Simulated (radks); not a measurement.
Results of a calculation; reference values are marked as such.
Tl XLIV, 38 electrons, occupied as [Ar] 3d10 4s2 4p5.5 4d2.5 (fractional occupations, a model configuration). Code: a radial shooting solver on a logarithmic mesh with Libxc functionals. Model: scalar-relativistic Kohn-Sham, PBEsol, spin-polarised, spherical densities, point nucleus; open shells are filled with parallel spins first (spin-orbit coupling, left out, can overturn this in heavy ions). Some entries of the table are withheld. Estimate them.

orbital,occ.,eigenvalue (hartree),<r> (bohr)
1s up,1,-3221.471,0.01632
1s down,1,-3221.447,0.01632
2s up,1,-635.5463,0.06871
2s down,1,-635.4151,0.06871
2p up,3,-557.1823,0.06232
2p down,3,-557.0649,0.06231
3s up,1,-206.7222,0.1757
3s down,1,-206.6362,0.1757
3p up,3,-184.0796,0.1768
3p down,3,-183.9846,0.1767
3d up,5,-161.2529,0.1596
3d down,5,-161.1300,0.1595
4s up,1,-94.45332,0.3559
4s down,1,-94.06671,0.3560
4p up,3,-86.10512,(1)
4p down,2.5,-85.72358,(2)
4d up,2.5,-77.11130,0.3661
4d down,0,-76.73349,0.3663

Answer. 
(1) 4p up <r> (bohr): 0.3683
(2) 4p down <r> (bohr): 0.3685
